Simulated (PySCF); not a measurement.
## Ionisation energy of Al(2+) by level of theory

Al(2+) [Ne] 3s1 (2S) → Al(3+) [Ne] (1S), as a difference of total energies. Calculation: PySCF 2.14, in x2c-TZVPall (5s5p2d1f, 37 functions); scalar relativity by spin-free X2C-1e. The calculations carry no spin-orbit coupling.

```csv
method,ionisation energy (eV)
UHF,28.070
MN15,28.047
PBE0,28.697
```

For comparison: 28.448 eV (measured; NIST Atomic Spectra Database, ionization energies).
